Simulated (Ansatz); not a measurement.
Input for Ansatz (a program for electronic structure): R-CCSD(T)/aug-cc-pVTZ on BH3N (SMILES B=[NH2+]), atoms moved off the minimum. Charge +1.

Ansatz 0.2 input:
```yaml
crystal:
  periodic: [false, false, false]
  atoms:
    - {symbol: B, position_ang: [0.73711654, -0.05065039, 0.28414083]}
    - {symbol: N, position_ang: [-0.52154124, 0.03399543, -0.18688078]}
    - {symbol: H, position_ang: [1.80187688, -0.14437976, 0.70386198]}
    - {symbol: H, position_ang: [-0.96141787, 0.93036977, -0.39663380]}
    - {symbol: H, position_ang: [-1.05328865, -0.79971922, -0.42226025]}
basis:
  gaussian:
    orbitals: aug-cc-pVTZ
total_charge: 1
magnetization: {spin_polarized: false}
correlation: {method: ccsd_t, electrons: outside_noble_gas}
scf: {lower_state_search: off}
output: {forces: true}
```

The head of its log:

```
WARN ansatz: RAYON_NUM_THREADS=1 ignored (pool sized by the plan → 1); use --threads N
Functional definition: HF
these checks for a lower state are left out or cut short: starts, cluster_reference, orbital_swaps, neighbouring_geometries, increment
integrals: 0.44 GiB planned
913 factors; integrals over basis functions are off by at most 7.9e-4 eV
mean field: 0.28 GiB planned
mean field evaluation 1: about -2187.7442 eV, gradient 6.0e1 eV
mean field evaluation 2: about -2187.7447 eV, gradient 6.0e1 eV
mean field evaluation 4: about -2194.4661 eV, gradient 2.9e0 eV
mean field evaluation 8: about -2194.5026 eV, gradient 4.7e-4 eV
mean field -2194.50255253 eV, -80.6464813182 hartree, gradient 2.4e-6 eV, S^2 0.000000; 0 other end points of the search recorded, 0 dependent functions left out
2 core orbitals not correlated
reference -2194.50255253 eV, -80.6464813182 hartree; 5, 5 occupied and 154, 154 virtual orbitals, 913 factors
densities: 2.14 GiB planned
```

Task: Predict the final total energy.

Result: -80.9627 hartree (reference determinant -80.6465, T1 diagnostic 0.013).
